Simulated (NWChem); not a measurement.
System: SiNH$_{5}$O; SMILES N[SiH2]O

Excerpt of the output:

```
             Northwest Computational Chemistry Package (NWChem) 7.3.0
             --------------------------------------------------------

 C1  symmetry detected

                             Geometry "geometry" -> ""
                             -------------------------

 Output coordinates in angstroms (scale by  1.889725989 to convert to a.u.)

  No.       Tag          Charge          X              Y              Z
 ---- ---------------- ---------- -------------- -------------- --------------
    1 Si                  14.0000    -0.46805251     0.02727913    -0.00125369
    2 N                    7.0000     0.41636392    -1.44154207     0.00979662
    3 O                    8.0000     0.53978878     1.36029931    -0.02503998
    4 H                    1.0000    -1.31668555     0.09271343     1.22906156
    5 H                    1.0000    -1.32662484    -0.00406571    -1.22337117
    6 H                    1.0000     0.81617908    -1.79017236    -0.85384469
    7 H                    1.0000     1.00361124    -1.67990129     0.80113534
    8 H                    1.0000     0.14339746     2.20791816     0.19631410

 Effective nuclear repulsion energy (a.u.)     118.9461316282

                                 NWChem DFT Module
                                 -----------------

 Summary of "ao basis" -> "ao basis" (spherical)
 ------------------------------------------------------------------------------
       Tag                 Description            Shells   Functions and Types
 ---------------- ------------------------------  ------  ---------------------
 Si                         def2-svp                 8       18   4s3p1d
 N                          def2-svp                 6       14   3s2p1d
 O                          def2-svp                 6       14   3s2p1d
 H                          def2-svp                 3        5   2s1p

[...]

                                NWChem TDDFT Module
                                -------------------

            General Information
            -------------------
           No. of orbitals :     142
            Alpha orbitals :      71
             Beta orbitals :      71
        Alpha frozen cores :       0
         Beta frozen cores :       0
     Alpha frozen virtuals :       0
      Beta frozen virtuals :       0
         Spin multiplicity :       1
    Number of AO functions :      71
        Use of symmetry is : off
      Symmetry adaption is : off
         Schwarz screening :  0.10D-07

              XC Information
              --------------
                  PBE0 Method XC Functional
              Hartree-Fock (Exact) Exchange   0.25
   PerdewBurkeErnzerhof Exchange Functional   0.75
     Perdew 1991 LDA Correlation Functional   1.00 local
    PerdewBurkeErnz. Correlation Functional   1.00 non-local

             TDDFT Information
             -----------------
          Calculation type : TDDFT
         Wavefunction type : Restricted singlets & triplets
          No. of electrons :      34
           Alpha electrons :      17
            Beta electrons :      17
              No. of roots :       8
          Max subspacesize :    5600
            Max iterations :     100
               Target root :       1
           Target symmetry : none
      Symmetry restriction : off
                 Algorithm : Optimal
        Davidson threshold :  0.10D-03

    8 smallest eigenvalue differences (eV)
--------------------------------------------------------
  No. Spin  Occ  Vir  Irrep   E(Occ)    E(Vir)   E(Diff)
--------------------------------------------------------
    1    1   17   18 a        -0.276     0.057     9.058
    2    1   17   19 a        -0.276     0.060     9.126
    3    1   16   18 a        -0.302     0.057     9.781
    4    1   16   19 a        -0.302     0.060     9.850
    5    1   17   20 a        -0.276     0.111    10.532
    6    1   17   21 a        -0.276     0.117    10.670
    7    1   15   18 a        -0.343     0.057    10.886
    8    1   15   19 a        -0.343     0.060    10.955
--------------------------------------------------------

  Entering Davidson iterations
  Restricted singlet excited states

  Iter   NTrls   NConv    DeltaV     DeltaE      Time
  ----  ------  ------  ---------  ---------  ---------
    1      8       0     0.24E+00   0.10+100        4.1
    2     24       0     0.45E-01   0.15E-01        7.4
    3     40       0     0.14E-01   0.12E-02        7.8
    4     56       0     0.95E-02   0.47E-03        7.9
    5     72       0     0.36E-02   0.10E-03        8.0
    6     88       0     0.11E-02   0.67E-05        7.2
    7    104       6     0.38E-03   0.50E-06        6.4
    8    108       7     0.12E-03   0.42E-07        3.0
    9    110       8     0.64E-04   0.32E-08        3.4
  ----  ------  ------  ---------  ---------  ---------
  Convergence criterion met

  Ground state a        -422.074166767015 a.u.

  ----------------------------------------------------------------------------
  Root   1 singlet a              0.271845055 a.u.                7.3973 eV
  ----------------------------------------------------------------------------
     Transition Moments    X -0.30068   Y -0.21264   Z  0.01648
     Dipole Oscillator Strength                    0.0246282471
     Electric Quadrupole                           0.0000001066
     Magnetic Dipole                               0.0000012498
     Total Oscillator Strength                     0.0246296034

[...]
```

Level: PBE0/def2-SVP, full TDDFT. Coordinates come from a PBE0/def2-SVP optimisation.

Q: Reconstruct the input file.

A: Several could match; the one computed here: the input that was run:
```
start job
memory heap 200 mb stack 900 mb global 1100 mb
geometry units angstroms noautoz
  Si    -0.469113     0.031487    -0.000660
  N      0.411711    -1.439525     0.004138
  O      0.541997     1.362221     0.006839
  H     -1.334949     0.083329     1.218264
  H     -1.310345     0.017823    -1.235100
  H      0.822933    -1.778107    -0.858144
  H      0.987138    -1.689388     0.800595
  H      0.144439     2.207923     0.233372
end
basis spherical
  Si library def2-svp
  N library def2-svp
  O library def2-svp
  H library def2-svp
end
dft
  xc pbe0
  iterations 150
end
tddft
  nroots 8
end
task tddft energy
```
